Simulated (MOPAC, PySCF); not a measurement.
H$_{8}$GeSi$_{2}$, SMILES `[SiH3][GeH2][SiH3]`, neutral singlet in the gas phase. 

Z-matrix (Å, degrees):
```
Ge
H 1 1.5401
H 1 1.5401 2 107.53
Si 1 2.3805 2 109.76 3 119.34
H 4 1.4944 1 111.36 2 -59.59
H 4 1.4946 5 108.84 1 -120.86
H 4 1.4947 5 108.87 6 -118.22
Si 1 2.3805 2 109.74 3 -119.36
H 8 1.4943 1 111.36 2 58.28
H 8 1.4945 9 108.85 1 -120.88
H 8 1.4946 9 108.86 10 -118.22
```
Charge 0, multiplicity 1.

All levels are single points at this geometry (r2SCAN-D4/def2-SVP); Pople sets use spherical d functions. Orbital energies aren't observables, and empty levels follow the basis.

```csv
level,HOMO (eV),LUMO (eV),gap (eV),dipole (D),"vertical IE, Delta-SCF (eV)"
r2SCAN-D4/def2-TZVP in PySCF,-7.14,-0.64,6.50,0.01,9.69
B3LYP/3-21G in PySCF,-7.80,0.13,7.93,0.15,–
B3LYP/6-31G* in PySCF,-7.60,0.01,7.62,0.05,9.69
B3LYP/LANL2DZ in PySCF,-7.91,0.17,8.08,0.05,–
BP86/6-31G* in PySCF,-6.88,-0.68,6.20,0.05,–
PBE/6-31G* in PySCF,-6.79,-0.62,6.16,0.05,9.53
SVWN5/6-31G* in PySCF,-6.85,-0.79,6.05,0.03,9.63
HF/6-31G* in PySCF,-10.26,3.25,13.51,0.10,9.22
HF/STO-3G in PySCF,-8.08,10.27,18.35,0.05,–
AM1 in MOPAC,-10.43,-0.99,9.43,1.01,–
PM3 in MOPAC,-10.21,-2.16,8.05,0.72,–
PM6 in MOPAC,-9.58,-0.79,8.78,0.30,–
PM7 in MOPAC,-10.05,-0.77,9.28,0.20,–
```
